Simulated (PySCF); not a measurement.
PySCF input (BP86/6-31G* with LANL2DZ past Ar (5d)):

```python
from pyscf import gto, dft

mol = gto.M(
    atom='''
    Se   -0.00000000   -0.00000000   -0.68077172
    Cl    0.00000000    0.00000000    1.36154344
    ''',
    basis={'default': '6-31g*', 'Se': 'lanl2dz'},
    ecp={'Se': 'lanl2dz'},
    charge=1,
    spin=0,
    verbose=4,
)

mf = dft.RKS(mol, xc='bp86')
mf.grids.level = 3
mf.conv_tol = 1e-9
mf.max_cycle = 100
mf.max_memory = 1500
mf.kernel()
if not mf.converged:
    mf = mf.newton()
    mf.kernel(mf.make_rdm1())
mf.dip_moment()
```

Output:

```
PySCF version 2.14.0

[INPUT] verbose = 4
[INPUT] num. atoms = 2
[INPUT] num. electrons = 22
[INPUT] charge = 1
[INPUT] spin (= nelec alpha-beta = 2S) = 0
[INPUT] symmetry False subgroup None
[INPUT] Mole.unit = angstrom
[INPUT] Symbol           X                Y                Z      unit          X                Y                Z       unit  Magmom
[INPUT]  1 Se     0.000000000000   0.000000000000  -0.680771720000 AA    0.000000000000   0.000000000000  -1.286472104149 Bohr   0.0
[INPUT]  2 Cl     0.000000000000   0.000000000000   1.361543440000 AA    0.000000000000   0.000000000000   2.572944208298 Bohr   0.0

nuclear repulsion = 26.4288668913568
number of shells = 12
number of NR pGTOs = 63
number of NR cGTOs = 26
basis = {'default': '6-31g*', 'Se': 'lanl2dz'}
ecp = {'Se': 'lanl2dz'}

******** <class 'pyscf.dft.rks.RKS'> ********
method = RKS
initial guess = minao
damping factor = 0
level_shift factor = 0
DIIS = <class 'pyscf.scf.diis.CDIIS'>
diis_start_cycle = 1
diis_space = 8
diis_damp = 0
SCF conv_tol = 1e-09
SCF conv_tol_grad = None
SCF max_cycles = 100
direct_scf = True
direct_scf_tol = 1e-13
XC library pyscf.dft.libxc version 7.1.2
    S. Lehtola, C. Steigemann, M. J. T. Oliveira, and M. A. L. Marques,  SoftwareX 7, 1–5 (2018)
XC functionals = bp86
    A. D. Becke,  Phys. Rev. A 38, 3098 (1988)
    J. P. Perdew,  Phys. Rev. B 33, 8822 (1986)
    J. P. Perdew,  Phys. Rev. B 34, 7406–7406 (1986)
radial grids:
    Treutler-Ahlrichs [JCP 102, 346 (1995); DOI:10.1063/1.469408] (M4) radial grids

becke partition: Becke, JCP 88, 2547 (1988); DOI:10.1063/1.454033
pruning grids: <function nwchem_prune>
grids dens level: 3
symmetrized grids: False
atomic radii adjust function: <function treutler_atomic_radii_adjust>
small_rho_cutoff = 0
Set gradient conv threshold to 3.16228e-05
Initial guess from minao.
tot grids = 39304
init E= -454.822105316663

WARN: HOMO 0.00368443440834383 == LUMO 0.00368443440835074

cycle= 1 E= -468.531129554892  delta_E= -13.7  |g|= 0.974  |ddm|= 3.65
  HOMO = -0.428162690560342  LUMO = -0.416275929668584  gap/eV = 0.32346
cycle= 2 E= -466.882370485287  delta_E= 1.65  |g|= 1.85  |ddm|= 3.96
  HOMO = -0.548147417184  LUMO = -0.532644093827368  gap/eV = 0.42187
[...]
  HOMO = -0.51259472762906  LUMO = -0.496778441820753  gap/eV = 0.43038
cycle= 86 E= -469.043095774547  delta_E= 0.000827  |g|= 0.067  |ddm|= 0.417
  HOMO = -0.512093173485739  LUMO = -0.497283544122812  gap/eV = 0.40299
cycle= 87 E= -469.043179846599  delta_E= -8.41e-05  |g|= 0.0657  |ddm|= 0.0479
  HOMO = -0.509755971318469  LUMO = -0.499519185600312  gap/eV = 0.27856
cycle= 88 E= -469.043562122825  delta_E= -0.000382  |g|= 0.0596  |ddm|= 2.13
  HOMO = -0.523379199739114  LUMO = -0.485643782383057  gap/eV = 1.02683
cycle= 89 E= -469.041023559071  delta_E= 0.00254  |g|= 0.0931  |ddm|= 0.169
  HOMO = -0.511775867084806  LUMO = -0.49746867611854  gap/eV = 0.38932
cycle= 90 E= -469.043234590476  delta_E= -0.00221  |g|= 0.0649  |ddm|= 0.0476
  HOMO = -0.512177991661729  LUMO = -0.49712237823875  gap/eV = 0.40968
cycle= 91 E= -469.043170986766  delta_E= 6.36e-05  |g|= 0.0659  |ddm|= 0.0155
  HOMO = -0.506851395278856  LUMO = -0.502509418133213  gap/eV = 0.11815
cycle= 92 E= -469.04395605643  delta_E= -0.000785  |g|= 0.0525  |ddm|= 0.286
  HOMO = -0.514956838604591  LUMO = -0.49434125259827  gap/eV = 0.56098
cycle= 93 E= -469.042712877293  delta_E= 0.00124  |g|= 0.0726  |ddm|= 2.18
  HOMO = -0.515036115863863  LUMO = -0.494249016181499  gap/eV = 0.56565
cycle= 94 E= -469.042698620815  delta_E= 1.43e-05  |g|= 0.0728  |ddm|= 0.0105
  HOMO = -0.517252534188298  LUMO = -0.491950523776946  gap/eV = 0.68850
cycle= 95 E= -469.042247758368  delta_E= 0.000451  |g|= 0.0788  |ddm|= 0.252
  HOMO = -0.519120985517898  LUMO = -0.489994684825845  gap/eV = 0.79257
cycle= 96 E= -469.041873492573  delta_E= 0.000374  |g|= 0.0834  |ddm|= 0.0387
  HOMO = -0.509086727682199  LUMO = -0.500299951313995  gap/eV = 0.23910
cycle= 97 E= -469.043614627273  delta_E= -0.00174  |g|= 0.0586  |ddm|= 1.24
  HOMO = -0.508278009597934  LUMO = -0.501178353715469  gap/eV = 0.19319
cycle= 98 E= -469.043721319706  delta_E= -0.000107  |g|= 0.0568  |ddm|= 0.636
  HOMO = -0.507750249896082  LUMO = -0.501735210695606  gap/eV = 0.16368
cycle= 99 E= -469.043815515813  delta_E= -9.42e-05  |g|= 0.0551  |ddm|= 0.502
  HOMO = -0.520583551510686  LUMO = -0.488321076975172  gap/eV = 0.87791
cycle= 100 E= -469.041585112496  delta_E= 0.00223  |g|= 0.0868  |ddm|= 2.18
SCF not converged.
SCF energy = -469.041585112496

WARN: Newton solver expects mo_coeff with mo_occ as initial guess but mo_occ is not found in the arguments.
      The given argument is treated as density matrix.

******** <class 'pyscf.soscf.newton_ah.SecondOrderRKS'> ********
method = SecondOrderRKS
initial guess = minao
damping factor = 0
level_shift factor = 0
DIIS = <class 'pyscf.scf.diis.CDIIS'>
diis_start_cycle = 1
diis_space = 8
diis_damp = 0
SCF conv_tol = 1e-09
SCF conv_tol_grad = None
SCF max_cycles = 100
direct_scf = True
direct_scf_tol = 1e-13
XC library pyscf.dft.libxc version 7.1.2
    S. Lehtola, C. Steigemann, M. J. T. Oliveira, and M. A. L. Marques,  SoftwareX 7, 1–5 (2018)
XC functionals = bp86
    A. D. Becke,  Phys. Rev. A 38, 3098 (1988)
    J. P. Perdew,  Phys. Rev. B 33, 8822 (1986)
    J. P. Perdew,  Phys. Rev. B 34, 7406–7406 (1986)
radial grids:
    Treutler-Ahlrichs [JCP 102, 346 (1995); DOI:10.1063/1.469408] (M4) radial grids

becke partition: Becke, JCP 88, 2547 (1988); DOI:10.1063/1.454033
pruning grids: <function nwchem_prune>
grids dens level: 3
symmetrized grids: False
atomic radii adjust function: <function treutler_atomic_radii_adjust>
small_rho_cutoff = 0
******** <class 'pyscf.dft.rks.RKS'> Newton solver flags ********
SCF tol = 1e-09
conv_tol_grad = None
max. SCF cycles = 100
direct_scf = True
direct_scf_tol = 1e-13
max_cycle_inner = 12
max_stepsize = 0.05
ah_start_tol = 1e+09
ah_level_shift = 0
ah_conv_tol = 1e-12
ah_lindep = 1e-14
ah_start_cycle = 1
ah_max_cycle = 40
ah_grad_trust_region = 2.5
kf_interval = 4
kf_trust_region = 5
canonicalization = True
Set conv_tol_grad to 3.16228e-05
  HOMO = -0.521339344666707  LUMO = -0.487545665369552  gap/eV = 0.91957
Initial guess E= -469.024949044468  |g|= 0.239099
macro= 0  E= -469.045132628495  delta_E= -0.0201836  |g|= 0.239099  2 KF 5 JK
macro= 1  E= -469.045320403874  delta_E= -0.000187775  |g|= 0.00140573  2 KF 8 JK
macro= 2  E= -469.045320403874  delta_E= -2.27374e-13  |g|= 3.75028e-06  1 KF 2 JK
Canonicalize SCF orbitals
macro X = 3  E=-469.045320403874  |g|= 3.75028e-06  total 6 KF 19 JK

WARN: HOMO -0.48737472089835876 > LUMO -0.5217604404876242 was found in the canonicalized orbitals.

converged SCF energy = -469.045320403874

WARN: System has nonzero charge 1; the dipole moment is origin-dependent.
Location of origin: [0. 0. 0.]

Dipole moment(X, Y, Z, Debye):  0.00000, -0.00000,  0.12917
```

The dipole moment of an ion depends on the origin.
